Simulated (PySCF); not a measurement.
GeOCl2, SMILES [O]=[Ge]([Cl])[Cl].

Coordinates come from a PBE0-D3(BJ)/def2-SVP optimisation.

Computed with TDA-B3LYP/def2-SVPD (PySCF 2.14.0).

Vertical excitations. Isolated molecule, no solvent. State labels are in the subgroup C2v.

| state | symmetry | energy (eV) | λ (nm) | f | main pairs |
|---|---|---|---|---|---|
| S1 | B2 | 4.07 | 305 | 0.025 | HOMO→LUMO 98 % |
| S2 | B1 | 4.41 | 281 | 0.008 | HOMO−1→LUMO 99 % |
| S3 | A2 | 4.67 | 265 | 0.000 | HOMO→LUMO+1 99 % |
| S4 | A1 | 5.46 | 227 | 0.001 | HOMO−3→LUMO 50 %, HOMO−1→LUMO+1 47 % |
| S5 | B2 | 5.50 | 226 | 0.032 | HOMO−2→LUMO 97 % |
| S6 | A2 | 5.67 | 219 | 0.000 | HOMO−4→LUMO 100 % |
| S7 | A2 | 6.19 | 200 | 0.000 | HOMO−2→LUMO+1 100 % |
| S8 | A1 | 6.22 | 199 | 0.038 | HOMO−6→LUMO 42 %, HOMO−3→LUMO 33 %, HOMO−1→LUMO+1 21 % |
| S9 | B1 | 6.35 | 195 | 0.000 | HOMO−3→LUMO+1 93 % |
| S10 | B1 | 6.61 | 188 | 0.037 | HOMO−5→LUMO 92 % |
| T1 | B2 | 3.53 | 351 | 0 | HOMO→LUMO 98 % |
| T2 | B1 | 3.87 | 320 | 0 | HOMO−1→LUMO 97 % |
| T3 | A1 | 4.30 | 289 | 0 | HOMO−1→LUMO+1 93 % |
| T4 | A2 | 4.34 | 286 | 0 | HOMO→LUMO+1 99 % |
Triplets are in the Tamm–Dancoff approximation.
